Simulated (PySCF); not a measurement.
## CoH₂ + CoCl₂ → 2 CoHCl

Level: PBE0 in the def2-TZVP basis family, all electrons, no relativity, computed in PySCF with density fitting; open shells unrestricted.

```tsv
species	state and structure	E (Eh)	ZPE (kJ/mol)	H(298 K) − H(0) (kJ/mol)	S° (J/(mol K))
CoH₂	quartet, D∞h, Co–H 1.603 Å (×2)	-1383.67079	27.4	9.8	213.7
CoCl₂	quartet, D∞h, Co–Cl 2.089 Å (×2)	-2302.77655	6.1	14.3	292.8
CoHCl	quartet, C∞v, Co–Cl 2.149 Å, Co–H 1.567 Å; Cl–Co–H 180.0°	-1843.22611	17.2	11.6	260.7
```

Q: What is the electronic reaction energy?

A: At PBE0/def2-TZVP, ΔE = -12.8 kJ/mol from the differences of the total energies times 2625.5, downhill. The bond energies do not simply add up: the mixed species is favoured.

Q: Add zero-point, thermal and entropy terms for 298.15 K and 1 bar.

A: ΔZPE = 0.9 and Δ[H(298) − H(0)] = -0.9 kJ/mol give ΔH° = -12.8 kJ/mol. ΔS° = 14.9 J/(mol K), so ΔG° = -12.8 − 298.15 × (0.0149) = -17 kJ/mol and log₁₀K = 3.0.

Open d or f shells are single determinants, so the state found may not be the ground state. Each species is the lowest minimum found with this bonding; other isomers or fragments can lie lower.
